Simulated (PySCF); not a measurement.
Compound: C₇H₁₁N.
Atom-mapped SMILES: `[H]/[N:8]=[CH:7]\[CH2:6][C@@H:5]1[C:2](=[CH2:1])[CH2:3][CH2:4]1`

Probes without a nucleus sit at each ring's centroid and 1 Å off its mean plane on both sides; NICS is minus the shielding there, NICSzz its component along the normal. Level: GIAO PBE0/pcSseg-1 (PySCF, non-relativistic, gas phase) on the GFN2-xTB geometry, one conformer.

Ring bond lengths (Å), with Mayer bond orders in brackets: C2–C3 1.505 (1.03), C3–C4 1.540 (1.06), C4–C5 1.544 (1.01), C5–C2 1.510 (0.97).

Problem. Give the NICS values of each ring in ppm.

Solution. 
| ring | type | NICS(0) | NICS(1), two faces | NICS(1)zz, two faces | rms pucker (Å) | centre to ring atoms, mean (Å) |
| --- | --- | --- | --- | --- | --- | --- |
| C2–C3–C4–C5 | 4-membered carbocycle; formal bonds all single | 3.5 | -0.2 / -0.6 | 2.6 / 3.2 | 0.02 | 1.08 |

Problem. What do they say, and how far can they be read as aromaticity?

Solution. 
- C2–C3–C4–C5: mean NICS(1)zz 2.9 ppm, near zero. C3, C4, C5 have four or more neighbours, so the value isn't read as a sign of a π ring current.

Problem. At the first NICS(1) probe listed for ring C2–C3–C4–C5, 1 Å off the ring, what do the in-plane components average?

Solution. The isotropic value is a third of the trace: (3 × -0.2 − (2.6))/2 = -1.6 ppm.

Problem. List the ring angles and the Hirshfeld charges of the ring atoms.

Solution. 
- C2–C3–C4–C5: C2 92.5° (+0.009 e), C3 88.9° (-0.072 e), C4 89.9° (-0.072 e), C5 88.5° (-0.023 e); sum 359.9° against 360° for a flat convex ring.

Time: 21 s. Hardware: x86-64 server, one thread, shared host. This is the whole shielding run at PBE0/pcSseg-1, SCF included.

The values belong to the conformer `[H]/[N:8]=[CH:7]\[CH2:6][C@@H:5]1[C:2](=[CH2:1])[CH2:3][CH2:4]1`: C4–C5–C6–C7 71°, C5–C6–C7–N8 -127°.
